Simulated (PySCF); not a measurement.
Correlation energy of Al (aluminium, neutral)

[Ne] 3s2 3p1, 2P determinant. All numbers are calculated (PySCF 2.14, the non-relativistic Hamiltonian (point nucleus), in aug-cc-pV(D+d)Z). Frozen: [Ne]; 3 electrons correlated.

MP2 pair energies summed by pair of shells (mhartree):

```
 pair  energy  share (%)
3s-3s  -18.56       59.2
3s-3p  -12.80       40.8
```

Total MP2 correlation energy: -31.36 mhartree.

Same-spin part -2.24 and opposite-spin part -29.12 mhartree; SCS-MP2 scales them by 1/3 and 6/5 to -35.69 mhartree.

| level | correlation energy (mhartree) |
| --- | --- |
| CCSD | -48.29 |
| (T) | -0.82 |
| CCSD(T) | -49.11 |

Diagnostics: T1 = 0.018, D1 = 0.0414, largest double amplitude 0.060.

Task: Is a single reference adequate?

Result: Yes: T1 lies below 0.03 and no double amplitude reaches 0.07.
